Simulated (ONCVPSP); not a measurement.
**Configuration tests for Ni (Z = 28) (ONCV)**

ONCVPSP 4.0.1 input, shortened (lines: element, Z, core and valence counts, functional; n l f; lmax; l rc ep ncon nbas qcut; lloc lpopt rc5 dvloc0; l nproj debl; icmod fcfact rcfact), PBEsol, scalar-relativistic:

```
  Ni 28.00    3    4  -116133      upf
    1    0    2.00
    2    0    2.00
    2    1    6.00
    3    0    2.00
    3    1    6.00
    3    2    8.00
    4    0    1.00
    2
    0    1.25    0.00    4    8    9.70
    1    1.20    0.00    3    6    9.40
    2    1.00    0.00    4    9   17.00
    4    1    0.95    0.00
    0    3    3.70
    1    2    1.30
    2    2    2.40
    3    3.00    1.75
```

In the p channel the program set the typed energies aside and used -2.954, 0.250 Ha.

Energies are relative to the spin-unpolarised reference configuration 3s2 3p6 3d8 4s1; without spin polarisation the order of configurations can differ from experiment.

```csv
valence configuration,charge,ΔE all-electron (eV),error AE − PS (meV)
3s2 3p6 3d8 4s2,0,-9.337,+1.2
3s2 3p6 3d8 4s0,+2,17.261,-0.7
3s2 3p6 3d7 4s0,+3,54.698,-3.9
3s2 3p6 3d6 4s0,+4,112.219,+15
```
